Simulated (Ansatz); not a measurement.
Reactions of CH$_{6}$FNSiTe, SMILES `NC([TeH])[SiH2]F`.

Program: Ansatz. Geometries: PBE0-D4/def2-TZVP. ΔE: electronic, gas phase. CBS: MP2 limit from def2 TZ/QZ plus the TZ coupled-cluster correction, frozen cores. This one scheme is used for every species. Functionals use def2-TZVPP. def2 core potentials past Kr. For Te outer-core shells are correlated without core-valence functions, which leaves a few kJ/mol of doubt a bond. Each species was taken in one conformer, which may not be the lowest.

```json
{"reaction": "`NC([TeH])[SiH2]F` + `N=C(N)S` → `N=C(S)N[SiH2]F` + `NC[TeH]`", "r2SCAN-D4 (kJ/mol)": "-46", "PBE0-D4 (kJ/mol)": "-45", "CCSD(T)/CBS(def2) (kJ/mol)": "-55"}
{"reaction": "`NC([TeH])[SiH2]F` + `C[SiH2]F` → `F[SiH2]C[TeH]` + `NC[SiH2]F`", "r2SCAN-D4 (kJ/mol)": "32", "PBE0-D4 (kJ/mol)": "27", "CCSD(T)/CBS(def2) (kJ/mol)": "20"}
{"reaction": "`NC([TeH])[SiH2]F` + `CCC` → `CC(C)[TeH]` + `NC[SiH2]F`", "r2SCAN-D4 (kJ/mol)": "27", "PBE0-D4 (kJ/mol)": "24", "CCSD(T)/CBS(def2) (kJ/mol)": "15"}
{"reaction": "`NC([TeH])[SiH2]F` + `NCF` → `FCN[SiH2]F` + `NC[TeH]`", "r2SCAN-D4 (kJ/mol)": "-39", "PBE0-D4 (kJ/mol)": "-39", "CCSD(T)/CBS(def2) (kJ/mol)": "-48"}
{"reaction": "`NC([TeH])[SiH2]F` + `O[SiH2]S` → `O[SiH2]S[SiH2]F` + `NC[TeH]`", "r2SCAN-D4 (kJ/mol)": "-50", "PBE0-D4 (kJ/mol)": "-53", "CCSD(T)/CBS(def2) (kJ/mol)": "-55"}
{"reaction": "`NC([TeH])[SiH2]F` + H₂ → H₂Te + `NC[SiH2]F`", "r2SCAN-D4 (kJ/mol)": "-26", "PBE0-D4 (kJ/mol)": "-32", "CCSD(T)/CBS(def2) (kJ/mol)": "-30"}
{"reaction": "`NC([TeH])[SiH2]F` → `C[Te][SiH](N)F`", "r2SCAN-D4 (kJ/mol)": "-190", "PBE0-D4 (kJ/mol)": "-189", "CCSD(T)/CBS(def2) (kJ/mol)": "-196"}
{"reaction": "`NC([TeH])[SiH2]F` + `[NH2][AlH][SiH3]` → `[NH2][AlH][SiH2][TeH]` + `NC[SiH2]F`", "r2SCAN-D4 (kJ/mol)": "-78", "PBE0-D4 (kJ/mol)": "-84", "CCSD(T)/CBS(def2) (kJ/mol)": "-82"}
{"reaction": "`NC([TeH])[SiH2]F` + H–F → `NC(F)[TeH]` + `F[SiH3]`", "r2SCAN-D4 (kJ/mol)": "71", "PBE0-D4 (kJ/mol)": "79", "CCSD(T)/CBS(def2) (kJ/mol)": "86"}
{"reaction": "`NC([TeH])[SiH2]F` + `N[Si](O)(O)F` → `O[Si](O)(F)N[SiH2]F` + `NC[TeH]`", "r2SCAN-D4 (kJ/mol)": "-55", "PBE0-D4 (kJ/mol)": "-55", "CCSD(T)/CBS(def2) (kJ/mol)": "-63"}
```

Largest T1 diagnostic: 0.014, for `N=C(N)S`.
